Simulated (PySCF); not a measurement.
H6O3Si2. Atoms are numbered in the order given.

```xyz
11

O      1.0891     1.6290     0.5656
Si     1.3544     0.3193    -0.4721
Si    -0.5892    -0.8489     0.0508
O     -1.0558    -0.1206     1.4737
O     -1.6451    -0.6016    -1.2168
H      1.7345     2.3430     0.5777
H      1.4788     0.7696    -1.8913
H      2.6252    -0.3889    -0.1198
H     -0.4810    -2.3071     0.3298
H     -0.6641     0.7605     1.5697
H     -2.5114    -1.0174    -1.1478
```
Charge 0, spin multiplicity 1.

Geometry: ωB97X-D3(BJ)/def2-SVP. One conformer was computed; it need not be the lowest.

Method: PBE0/pcSseg-1 in PySCF.

GIAO shieldings, no solvent; atoms listed in one row are averaged. δ = σ(ref) − σ: ¹⁷O against H2O (σ = 334.2 ppm); ²⁹Si against TMS (σ = 352.7 ppm); ¹H against TMS (σ = 31.56 ppm), references at their B3LYP-D3(BJ)/def2-TZVP geometries, non-relativistic.

Computed chemical shifts:
```tsv
nucleus	atoms	count	δ (ppm)
¹⁷O	O4	1	73.4
¹⁷O	O5	1	71.4
¹⁷O	O1	1	-11.3
²⁹Si	Si3	1	-11.7
²⁹Si	Si2	1	-25.3
¹H	H9	1	5.43
¹H	H7	1	5.35
¹H	H8	1	5.24
¹H	H10	1	4.48
¹H	H11	1	2.54
¹H	H6	1	0.68
```
